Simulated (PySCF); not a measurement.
CH5F3Si2, SMILES F[SiH2]C(F)(F)[SiH3].

Geometry: TPSSh-D3(BJ)/def2-SVP. The structure was generated by enumeration, and PubChem lists no compound with its InChIKey, so it may never have been made. The values are those of a single conformer.

The numbers are results of TDA-PBE/def2-SVPD run with PySCF, not measurements.

Vertical excitations. Isolated molecule, no solvent.

Computed excitation energies, oscillator strengths and character:
| state | energy (eV) | λ (nm) | f | main pairs |
|---|---|---|---|---|
| S1 | 5.40 | 229 | 0.011 | HOMO→LUMO 99 % |
| S2 | 6.36 | 195 | 0.042 | HOMO→LUMO+1 95 % |
| S3 | 6.47 | 192 | 0.000 | HOMO→LUMO+2 98 % |
| S4 | 6.93 | 179 | 0.124 | HOMO→LUMO+3 90 % |
| S5 | 6.99 | 177 | 0.001 | HOMO−1→LUMO 98 % |
| S6 | 7.26 | 171 | 0.001 | HOMO−3→LUMO 98 % |
| S7 | 7.27 | 170 | 0.042 | HOMO→LUMO+4 71 %, HOMO−2→LUMO 19 % |
| S8 | 7.40 | 167 | 0.033 | HOMO−2→LUMO 69 %, HOMO→LUMO+4 17 % |
| S9 | 7.47 | 166 | 0.004 | HOMO→LUMO+5 97 % |
| S10 | 7.59 | 163 | 0.000 | HOMO→LUMO+6 97 % |
| T1 | 4.98 | 249 | 0 | HOMO→LUMO 99 % |
| T2 | 5.97 | 208 | 0 | HOMO→LUMO+2 99 % |
| T3 | 6.02 | 206 | 0 | HOMO→LUMO+1 98 % |
| T4 | 6.65 | 186 | 0 | HOMO−1→LUMO 98 % |
Triplets are in the Tamm–Dancoff approximation.
